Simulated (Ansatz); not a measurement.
`FC(F)(F)C(F)(F)C(F)(F)C(F)(F)C(F)(F)C(F)(F)C(F)(F)C(F)(F)CC[Si](Cl)(Cl)Cl` with charge -1. The state is a doublet with charge -1. Geometry PBE-D4/def2-SVP, that of the neutral singlet; atoms count from 1.

```xyz
35

F    -6.9413    0.1728   -0.3875
C    -5.6507    0.4603   -0.6147
F    -5.4987    0.7809   -1.9090
F    -5.3043    1.5115    0.1456
C    -4.7879   -0.7865   -0.2494
F    -4.8470   -0.9615    1.0899
F    -5.3518   -1.8583   -0.8595
C    -3.2796   -0.7899   -0.6946
F    -2.7602   -1.9420   -0.2063
F    -3.2363   -0.8266   -2.0452
C    -2.4222    0.4287   -0.2054
F    -2.6852    0.6719    1.1005
F    -2.8022    1.4978   -0.9477
C    -0.8767    0.2119   -0.3625
F    -0.6211   -0.0706   -1.6631
F    -0.5122   -0.8351    0.4136
C    -0.0145    1.4434    0.0813
F    -0.5188    2.5732   -0.4767
F    -0.0874    1.5528    1.4256
C     1.5027    1.4123   -0.3391
F     1.5780    1.5615   -1.6855
F     2.0541    2.5139    0.2446
C     2.3621    0.1792    0.0654
F     2.0999   -0.1091    1.3782
F     1.9435   -0.8851   -0.6866
C     3.8500    0.4161   -0.1396
C     4.7022   -0.8460    0.0399
Si    4.8738   -1.5878    1.7624
Cl    6.6441   -2.6627    1.7943
Cl    4.9955   -0.0868    3.1806
Cl    3.3542   -2.8930    2.2515
H     3.9790    0.8129   -1.1670
H     4.1595    1.2146    0.5624
H     5.7455   -0.6176   -0.2628
H     4.3542   -1.6571   -0.6335
```

Single mean-field runs in def2-TZVP are fitted with def2-universal-jkfit. The highest occupied level of the charge -1 doublet lies above zero (up to 1.99 eV). By energy differences it is unbound by 0.77 eV (vertical, to the charge 0 singlet, at PBE0-D4/def2-TZVP) and held by the finite basis.

(1) Estimate the Mulliken populations of the heavy atoms from the PBE0/def2-TZVP orbitals of Ansatz.

(2) Where does the spin sit?

(3) And the Mayer bond orders between bonded heavy atoms (over 0.3)?

Results:

(1) 
| atom | charge (e) | spin (α − β) |
| --- | --- | --- |
| F1 | -0.15 | 0.00 |
| C2 | 0.39 | 0.01 |
| F3 | -0.15 | 0.00 |
| F4 | -0.14 | 0.00 |
| C5 | 0.22 | 0.11 |
| F6 | -0.16 | 0.00 |
| F7 | -0.16 | 0.01 |
| C8 | 0.25 | 0.08 |
| F9 | -0.15 | 0.00 |
| F10 | -0.16 | 0.00 |
| C11 | 0.22 | 0.12 |
| F12 | -0.17 | 0.00 |
| F13 | -0.17 | 0.00 |
| C14 | 0.22 | 0.12 |
| F15 | -0.17 | 0.00 |
| F16 | -0.16 | 0.00 |
| C17 | 0.28 | 0.07 |
| F18 | -0.16 | 0.00 |
| F19 | -0.16 | 0.00 |
| C20 | 0.29 | 0.07 |
| F21 | -0.17 | 0.00 |
| F22 | -0.17 | 0.01 |
| C23 | 0.29 | 0.00 |
| F24 | -0.18 | 0.00 |
| F25 | -0.18 | 0.00 |
| C26 | -0.24 | 0.01 |
| C27 | -0.33 | -0.02 |
| Si28 | 0.49 | 0.29 |
| Cl29 | -0.28 | 0.03 |
| Cl30 | -0.28 | 0.04 |
| Cl31 | -0.26 | 0.04 |
Mulliken values and Mayer orders depend strongly on the basis.

(2) Summed by element: F 0.00, C 0.57, Si 0.29, Cl 0.11, H 0.04, of 1 unpaired in all. Largest on single atoms: Si28 0.29, C11 0.12, C14 0.12.

(3) F1–C2 1.14 (1.34 Å); C2–F3 1.16 (1.34 Å); C2–F4 1.15 (1.34 Å); C2–C5 0.98 (1.56 Å); C5–F6 1.11 (1.35 Å); C5–F7 1.05 (1.36 Å); C5–C8 0.97 (1.57 Å); C8–F9 1.08 (1.35 Å); C8–F10 1.09 (1.35 Å); C8–C11 0.96 (1.57 Å); C11–F12 1.06 (1.35 Å); C11–F13 1.05 (1.36 Å); C11–C14 0.91 (1.57 Å); C14–F15 1.04 (1.36 Å); C14–F16 1.06 (1.35 Å); C14–C17 0.97 (1.57 Å); C17–F18 1.07 (1.36 Å); C17–F19 1.11 (1.35 Å); C17–C20 0.97 (1.57 Å); C20–F21 1.09 (1.36 Å); C20–F22 1.02 (1.36 Å); C20–C23 0.96 (1.56 Å); C23–F24 1.06 (1.37 Å); C23–F25 1.02 (1.37 Å); C23–C26 1.01 (1.52 Å); C26–C27 0.98 (1.53 Å); C27–Si28 0.92 (1.88 Å); Si28–Cl29 1.02 (2.07 Å); Si28–Cl30 1.02 (2.07 Å); Si28–Cl31 1.07 (2.06 Å).
